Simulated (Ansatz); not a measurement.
`BC(C)F` + `O=[C](O)[GeH3]` → `BO[C](=O)[GeH3]` + `CCF` at 500 K and 1 bar (ligand exchange at a B–C bond).

Calculated with Ansatz (gas phase, PBE0-D4/def2-TZVP geometries, no zero-point term in ΔE). CCSD(T)/CBS adds triple-zeta CCSD(T) − MP2 to the extrapolated MP2 energy (def2 sets, frozen cores). For Ge outer-core shells are correlated without core-valence functions, which leaves a few kJ/mol of doubt a bond. Scalar relativity is left out up to krypton. One conformer a species, not always the lowest.

```
          species  CCSD(T)/CBS energy (Eh)  H − E (kJ/mol)  S (J/(mol·K))
         `BC(C)F`               -204.26990           241.2          351.9
 `O=[C](O)[GeH3]`              -2266.90720           161.7          382.9
`BO[C](=O)[GeH3]`              -2292.31995           200.1          422.6
            `CCF`               -178.90141           205.5          299.6
```

H − E and S are ideal-gas, rigid-rotor, harmonic terms from PBE0-D4/def2-TZVP, for one conformer and one mirror image of each species. 1 Eh = 2625.50 kJ/mol, R = 8.31446 J/(mol·K).

Question: By hand: ΔE, ΔH, ΔS and ΔG.

Answer: ΔE = (-2292.31995) + (-178.90141) − (-204.26990) − (-2266.90720) = -0.04426 Eh = -116.2 kJ/mol. Δ(H − E) = 200.1 + 205.5 − 241.2 − 161.7 = 2.7, so ΔH = -113.5 kJ/mol. ΔS = 422.6 + 299.6 − 351.9 − 382.9 = -12.6 J/(mol·K). ΔG = -113.5 − 500 × (-12.6)/1000 = -107.2 kJ/mol.

Question: By hand: the equilibrium constant, and the temperature at which ΔG would vanish if ΔH and ΔS stayed fixed.

Answer: log₁₀ K = −ΔG/(RT ln 10) = 11.2. ΔG = 0 at ΔH/ΔS = 9008 K, far beyond where these terms or the molecules hold.

The number of gas molecules stays the same, so ΔS is small and ΔH decides. A doubt of 5 kJ/mol in ΔE shifts log₁₀ K by 0.5 here. Other conformers and mirror images would add mixing entropy, several J/(mol·K) or more a flexible species. Modes under 60 cm⁻¹, often nearly free rotors, make the harmonic entropy too high. These are equilibria of isolated gas molecules and say nothing of rates. Largest T1 diagnostic: 0.015 (customary marks: 0.02 for closed shells, 0.045 for open ones).
